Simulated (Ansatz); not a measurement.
System: C2H4BO2 (charge -1, singlet). It need not be the lowest isomer of its formula. Whether it binds its extra electron was not tested at this geometry. 
Coordinates optimised at B3LYP-D3(BJ)/def2-TZVP (Ansatz, a first-principles code):
```xyz
9

C     -1.7610    -0.6275    -0.7500
C     -0.9749    -0.4288     0.3116
B      0.5166     0.1725     0.3231
O      1.2262     0.3398     1.3902
O      0.9664     0.5037    -1.0117
H     -1.4151    -0.3760    -1.7484
H     -2.7669    -1.0420    -0.6784
H     -1.3821    -0.7026     1.2872
H      1.8562     0.8478    -0.8742
```
Charge -1, spin multiplicity 1.

Total electronic energies in hartree. Cores are frozen in the correlated levels unless marked. Spin-orbit coupling is left out. No relativistic terms. CBS marks a two-point X^-3 extrapolation of the correlation energy; Hartree-Fock from the larger set.

| level | program | energy (Eh) |
|---|---|---|
| HF/aug-cc-pVTZ | Ansatz | -252.66407 |
| RI-HF/aug-cc-pVQZ | Ansatz | -252.67976 |
| SVWN5/def2-TZVPD | Ansatz | [?] |
| PBE-D4/def2-TZVPD | Ansatz + dftd4 | -253.84245 |
| B97M-V/def2-TZVPD | Ansatz | [?] |
| PBE0/def2-SVP | Ansatz | [?] |
| PBE0-D3(BJ)/def2-TZVPD | Ansatz + dftd3 | -253.84692 |
| PBE0/def2-TZVP | Ansatz | -253.83732 |
| HSE06-D3(BJ)/def2-TZVPD | Ansatz + dftd3 | -253.83268 |
| HSE06/def2-TZVPD | Ansatz | -253.82920 |
| CAM-B3LYP-D4/def2-TZVPD | Ansatz + dftd4 | -254.04045 |
| LC-wPBE-D3(BJ)/def2-TZVPD | Ansatz + dftd3 | -253.97329 |
| B2GP-PLYP-D3(BJ)/def2-TZVPD | Ansatz + dftd3 | -253.90177 |
| B2GP-PLYP-D4/def2-TZVPD | Ansatz + dftd4 | -253.90118 |
| MP2/6-31G | Ansatz | -252.93424 |
| MP2/6-31G* | Ansatz | -253.23731 |
| MP2/cc-pVTZ | Ansatz | -253.57023 |
| RI-MP2/cc-pVQZ | Ansatz | -253.65892 |
| SCS-MP2/STO-3G | Ansatz | -249.33700 |
| SCS-MP2/aug-cc-pVTZ | Ansatz | -253.58451 |
| CCSD/STO-3G | Ansatz | -249.37730 |
| CCSD/cc-pVTZ | Ansatz | -253.58893 |
| CCSD(T)/CBS(aug-cc-pVTZ,aug-cc-pVQZ) | Ansatz | -253.7612 |

### Question
Some entries are withheld; supply them.

### Answer

- SVWN5/def2-TZVPD, energy (Eh): -252.06893
- B97M-V/def2-TZVPD, energy (Eh): -254.10396
- PBE0/def2-SVP, energy (Eh): -253.53535
